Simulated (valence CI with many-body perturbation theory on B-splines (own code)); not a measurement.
**Missing levels of Hf LXVIII**

Level of theory: valence CI with perturbative core correlation (CI+MBPT): three valence electrons over a frozen Dirac-Fock core [He], a basis of 11 s, 11 p, 10 d, 8 f, 5 g, 2 h functions for each j, with the one-electron correlation potential Σ1, the two-electron term Σ2, the three-electron term Σ3, Breit, model QED; selected CI, second order for the rest, scaled by the run's own slope (own B-spline code, finite nucleus).

The last digits are not significant, and no measured levels were compared; by estimate large intervals hold to a few tenths of a per cent, small ones and those within an open d or f shell to about a per cent.

| Level | E (eV) |
| --- | --- |
| (2s^2 2p1/2) J=1/2 | 0.0 |
| (2s 2p1/2^2) J=1/2 | 258.7 |
| (2s^2 2p3/2) J=3/2 | 1291.0 |
| (2s 2p1/2 2p3/2) J=3/2 [a] | 1473.0 |
| (2s 2p1/2 2p3/2) J=5/2 | ? |
| (2s 2p1/2 2p3/2) J=1/2 | 1583.0 |
| (2s 2p1/2 2p3/2) J=3/2 [b] | 1585.1 |
| (2p1/2^2 2p3/2) J=3/2 | 1854.0 |
| (2s 2p3/2^2) J=5/2 | ? |
| (2s 2p3/2^2) J=1/2 | ? |
| (2s 2p3/2^2) J=3/2 | 2888.2 |
| (2p1/2 2p3/2^2) J=3/2 | 3097.3 |
| (2p1/2 2p3/2^2) J=5/2 | ? |
| (2p1/2 2p3/2^2) J=1/2 | ? |
| (2p3/2^3) J=3/2 | 4430.5 |
| (2s^2 3s) J=1/2 | 9970.5 |
| (2s^2 3p1/2) J=1/2 | 10056.4 |
| (2s 2p1/2 3s) J=1/2 [a] | 10143.4 |
| (2s 2p1/2 3s) J=3/2 | 10170.7 |
| (2s 2p1/2 3s) J=1/2 [b] | ? |

Levels are named by their leading jj configuration (3d3/2^4 stands for four electrons in 3d with j = 3/2), which in mixed levels can hold well under half, so a name can repeat and another be missing. Letters in brackets count levels of one name in rising energy.

Task: The levels stand in rising order. What does the calculation give for the missing energies?

Result: (2s 2p1/2 2p3/2) J=5/2 1513.0; (2s 2p3/2^2) J=5/2 2781.8; (2s 2p3/2^2) J=1/2 2887.5; (2p1/2 2p3/2^2) J=5/2 3119.9; (2p1/2 2p3/2^2) J=1/2 3175.6; (2s 2p1/2 3s) J=1/2 [b] 10200.5.
